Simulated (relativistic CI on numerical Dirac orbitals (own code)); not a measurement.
# Ti⁴⁺ in a cubic cluster: L2,3 absorption with charge transfer

Computed with a charge-transfer multiplet model of a cubic metal-ligand cluster with up to 2 ligand holes, Slater and spin-orbit integrals from Dirac-Coulomb-Breit ions, Slater integrals scaled by 0.7. The parameters are those of a tetrahedral site (10Dq negative, t2 hopping the larger). The ground state mixes d0 with configurations of k ligand holes L, whose averages lie at kΔ + k(k − 1)U_dd/2; a core hole lowers each added d electron by U_cd. 300 K, Lorentzian 0.4 eV and Gaussian 0.3 eV FWHM.

Atomic integrals in eV (Slater integrals scaled, ζ unscaled), ground: F2dd 5.756, F4dd 3.579, zeta_d 0.013; with the core hole: F2dd 5.756, F4dd 3.579, zeta_d 0.032, zeta_core 3.741, F2cd 4.433, G1cd 3.312, G3cd 1.881. Where a configuration has fewer than two d electrons, the dd integrals are those of d2.

Cluster parameters (eV): U_dd = 5.1, U_cd = 6.2, 10Dq = -0.35, 10Dq(ligand) = 0, V(eg) = 0.95, V(t2g) = -1.61, final-state hopping factor = 0.9.

```csv
Case,n_d,d0,d1L,d2L2,S
Δ = 2.9 eV,0.56,0.51,0.43,0.06,0.00
Δ = 4.9 eV,0.39,0.64,0.32,0.03,0.00
Δ = 5.9 eV,0.32,0.70,0.27,0.02,0.00
```

Weights, n_d and S are thermal averages at 300 K. Photon energies count from the first peak over 30 % of the highest in each spectrum, which can be another peak from case to case. The parameters are a model scan and need not match a compound or its usual spin state. Peaks in eV (height, largest 100):
- Δ = 2.9 eV: 0.0 (72), 1.9 (5), 2.9 (6), 5.5 (100)
- Δ = 4.9 eV: 0.0 (84), 3.9 (10), 5.4 (100)
- Δ = 5.9 eV: 0.0 (84), 5.3 (100)

Curve for Δ = 4.9 eV (points under 2 left out, the grid thinned):

| E (eV) | Intensity |
| --- | --- |
| -2.4 | 2.1 |
| -2.2 | 2.7 |
| -2.0 | 2.6 |
| -1.7 | 2.4 |
| -1.5 | 3.0 |
| -1.3 | 3.7 |
| -1.0 | 4.7 |
| -0.8 | 6.6 |
| -0.6 | 11.0 |
| -0.4 | 22.2 |
| -0.2 | 50.6 |
| 0.1 | 83.1 |
| 0.3 | 47.9 |
| 0.5 | 21.0 |
| 0.8 | 8.1 |
| 1.0 | 5.3 |
| 1.2 | 3.9 |
| 1.4 | 3.1 |
| 1.6 | 2.7 |
| 1.9 | 2.6 |
| 2.1 | 2.7 |
| 2.3 | 3.1 |
| 2.6 | 4.1 |
| 2.8 | 5.0 |
| 3.0 | 5.7 |
| 3.2 | 6.5 |
| 3.4 | 7.9 |
| 3.7 | 10.1 |
| 3.9 | 10.3 |
| 4.1 | 10.2 |
| 4.4 | 11.0 |
| 4.6 | 14.3 |
| 4.8 | 23.6 |
| 5.0 | 40.6 |
| 5.2 | 69.2 |
| 5.5 | 99.0 |
| 5.7 | 66.6 |
| 5.9 | 37.6 |
| 6.2 | 15.8 |
| 6.4 | 9.1 |
| 6.6 | 6.0 |
| 6.8 | 4.3 |
| 7.0 | 3.4 |
| 7.3 | 2.6 |
| 7.5 | 2.0 |

A d0 ion has no d-d gap: its lowest excitations are ligand-to-metal charge transfer. With the core hole the configuration with one ligand hole lies at Δ + U_dd − U_cd = 1.8, 3.8, 4.8 eV from the one without, in the order of the table; where this is negative the screened configuration lies lower, though the effective hopping of about 3.8 eV (from the holes of the mixed ground state) mixes the two strongly wherever it is as large as the gap.
